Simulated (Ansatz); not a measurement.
Cost and result up the ladder for (FSi)4CH26 adamantane (C₆H₁₂F₄Si₄) (26 atoms). Total charge 0; singlet. Geometry: PBE0-D4/def2-SVP.

```xyz
26

Si    1.533    1.083    0.066
F     2.865    2.025    0.124
C     1.909   -0.490   -0.874
Si    0.388   -1.576   -0.945
F     0.725   -2.946   -1.766
C    -0.148   -1.997    0.797
Si   -0.536   -0.433    1.747
F    -1.003   -0.810    3.265
C     0.991    0.646    1.802
C    -1.909    0.490    0.873
Si   -1.384    0.926   -0.868
F    -2.587    1.731   -1.623
C     0.148    1.998   -0.797
C    -0.990   -0.646   -1.802
H     2.734   -1.033   -0.380
H     2.242   -0.244   -1.897
H    -1.039   -2.649    0.768
H     0.653   -2.558    1.310
H     0.777    1.567    2.371
H     1.805    0.116    2.326
H    -2.820   -0.133    0.845
H    -2.155    1.410    1.432
H     0.461    2.272   -1.819
H    -0.076    2.934   -0.258
H    -1.891   -1.282   -1.861
H    -0.690   -0.402   -2.836
```

Ansatz on 4 threads of Arm Neoverse V2 on a shared host. Times are rough, and most runs start from the orbitals of an earlier one. PBE0-D4/def2-TZVP serves as the yardstick here, not as an exact answer. Differences are given only for rows in sets of like size (and for xTB, whose basis is part of the method), since another set adds its own error. Binding counts from free atoms at the same level (Si triplet, F doublet, C triplet, H doublet; other spins of the atoms weren't run), without zero-point energy or a counterpoise term.

B3LYP takes the VWN-RPA correlation. Correlated methods freeze 30 core orbitals. The rows differ in basis, and correlated rows in double-zeta sets carry the largest basis error.

Correlated methods converge slowly with the basis, most of all in double-zeta sets.

```json
{"level": "HF/STO-3G", "functions": "98", "wall time": "1.2 s", "binding energy per atom (eV)": "3.93", "difference from PBE0-D4/def2-TZVP (eV)": "–"}
{"level": "HF/6-31G", "functions": "166", "wall time": "3.5 s", "binding energy per atom (eV)": "2.99", "difference from PBE0-D4/def2-TZVP (eV)": "–"}
{"level": "B3LYP-D4/6-31G", "functions": "166", "wall time": "7.5 s", "binding energy per atom (eV)": "4.16", "difference from PBE0-D4/def2-TZVP (eV)": "–"}
{"level": "PBE-D4/def2-SVP", "functions": "272", "wall time": "8.5 s", "binding energy per atom (eV)": "4.57", "difference from PBE0-D4/def2-TZVP (eV)": "–"}
{"level": "MP2/def2-SVP", "functions": "272", "wall time": "15 s", "binding energy per atom (eV)": "4.31", "difference from PBE0-D4/def2-TZVP (eV)": "–"}
{"level": "PBE0-D4/def2-SVP", "functions": "272", "wall time": "17 s", "binding energy per atom (eV)": "4.50", "difference from PBE0-D4/def2-TZVP (eV)": "–"}
{"level": "PBE-D4/def2-TZVP (with forces)", "functions": "530", "wall time": "25 s", "binding energy per atom (eV)": "4.56", "difference from PBE0-D4/def2-TZVP (eV)": "0.06"}
{"level": "r2SCAN-D4/def2-TZVP", "functions": "530", "wall time": "40 s", "binding energy per atom (eV)": "4.51", "difference from PBE0-D4/def2-TZVP (eV)": "0.01"}
{"level": "PBE0-D4/def2-TZVP", "functions": "530", "wall time": "48 s", "binding energy per atom (eV)": "4.50", "difference from PBE0-D4/def2-TZVP (eV)": "0.00"}
```
